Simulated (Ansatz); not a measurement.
`CO[Si]F` + CH₃OH → `CO[Si]OC` + H–F at 700 K and 1 bar (ligand exchange at the Si–F bond).

Gas-phase electronic energies from Ansatz, PBE0-D4/def2-TZVP geometries. CCSD(T)/CBS is the MP2 limit (def2-TZVPP, def2-QZVPP) plus CCSD(T) − MP2 in def2-TZVPP, frozen cores. This one scheme is used for every species. Each species was taken in one conformer, which may not be the lowest.

```json
{"species": "`CO[Si]F`", "CCSD(T)/CBS energy (Eh)": "-503.96814", "H − E (kJ/mol)": "171.6", "S (J/(mol·K))": "384.4"}
{"species": "CH₃OH", "CCSD(T)/CBS energy (Eh)": "-115.61712", "H − E (kJ/mol)": "170.8", "S (J/(mol·K))": "288.5"}
{"species": "`CO[Si]OC`", "CCSD(T)/CBS energy (Eh)": "-519.17085", "H − E (kJ/mol)": "298.6", "S (J/(mol·K))": "463.6"}
{"species": "H–F", "CCSD(T)/CBS energy (Eh)": "-100.39570", "H − E (kJ/mol)": "45.2", "S (J/(mol·K))": "198.5"}
```

H − E and S are ideal-gas, rigid-rotor, harmonic terms from PBE0-D4/def2-TZVP, for one conformer and one mirror image of each species. 1 Eh = 2625.50 kJ/mol, R = 8.31446 J/(mol·K).

Task: By hand: ΔE, ΔH, ΔS and ΔG.

Result: ΔE = (-519.17085) + (-100.39570) − (-503.96814) − (-115.61712) = 0.01871 Eh = 49.1 kJ/mol. Δ(H − E) = 298.6 + 45.2 − 171.6 − 170.8 = 1.4, so ΔH = 50.5 kJ/mol. ΔS = 463.6 + 198.5 − 384.4 − 288.5 = -10.8 J/(mol·K). ΔG = 50.5 − 700 × (-10.8)/1000 = 58.1 kJ/mol.

Task: By hand: the equilibrium constant, and the temperature at which ΔG would vanish if ΔH and ΔS stayed fixed.

Result: log₁₀ K = −ΔG/(RT ln 10) = -4.3. ΔH and −TΔS have one sign here, so there is no such temperature.

The number of gas molecules stays the same, so ΔS is small and ΔH decides. A doubt of 5 kJ/mol in ΔE shifts log₁₀ K by 0.4 here. Other conformers and mirror images would add mixing entropy, several J/(mol·K) or more a flexible species. These are equilibria of isolated gas molecules and say nothing of rates. Largest T1 diagnostic: 0.014 (customary marks: 0.02 for closed shells, 0.045 for open ones).

ΔS is within the doubt of such terms, so its sign, and with it that verdict, could turn.
